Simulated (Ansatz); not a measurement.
`[SiH3][O][Cd][Br]` + `[NH2][SbH2]` → `[SiH3][NH][SbH2]` + `[OH][Cd][Br]`  (ligand exchange at the Si–O bond)

Program: Ansatz. Geometries: PBE0-D4/def2-TZVP. ΔE: electronic, gas phase. CCSD(T)/CBS is the MP2 limit (def2-TZVPP, def2-QZVPP) plus CCSD(T) − MP2 in def2-TZVPP, frozen cores. DFT in def2-TZVPP. B3LYP here is the variant with VWN-RPA as its local correlation; programs differ in this. HSE06 is defined as in plane-wave codes. Elements past krypton have def2 core potentials. For Br, Cd, Sb outer-core shells are correlated without core-valence functions, which leaves a few kJ/mol of doubt a bond. Scalar relativity is left out up to krypton. Each species was taken in one conformer, which may not be the lowest.

Question: Is it downhill or uphill in electronic energy at CCSD(T)/CBS, and by how much? (An estimate is asked.)

Answer: The calculation gave: Uphill: ΔE = +0.49 eV.

Question: What do these levels give: B97M-V, r2SCANh-D4, BLYP, r2SCAN, PBE0, B3LYP, HSE06, RPA@PBE/def2-TZVPP, HF/def2-SVP, MP2/def2-SVP, CCSD/def2-TZVPP, CCSD/CBS(def2)? (Best estimate.)

Answer: The calculation gave: B97M-V 0.55, r2SCANh-D4 0.52, BLYP 0.52, r2SCAN 0.52, PBE0 0.50, B3LYP 0.55, HSE06 0.50, RPA@PBE/def2-TZVPP 0.54, HF/def2-SVP 0.67, MP2/def2-SVP 0.55, CCSD/def2-TZVPP 0.56, CCSD/CBS(def2) 0.51 eV.

Question: What do rigid-rotor, harmonic-oscillator terms from PBE0-D4/def2-TZVP frequencies (298.15 K, 1 bar) make of the CCSD(T)/CBS value? (Best estimate.)

Answer: Ansatz gave: ΔZPE = -0.03 eV, ΔH = +0.47 eV, ΔS = -5 J/(mol·K), ΔG = +0.48 eV. Modes under 50 cm⁻¹ make the entropy rough.

Largest T1 diagnostic among the species: 0.014.

From BLYP to BHLYP (50 % exact exchange), in def2-TZVPP and without D4, ΔE moves by +0.08 eV. In def2-TZVPP, CCSD(T) changes the Hartree–Fock value by −0.17 eV (the triples alone add −0.02 eV) and MP2 by −0.19 eV.
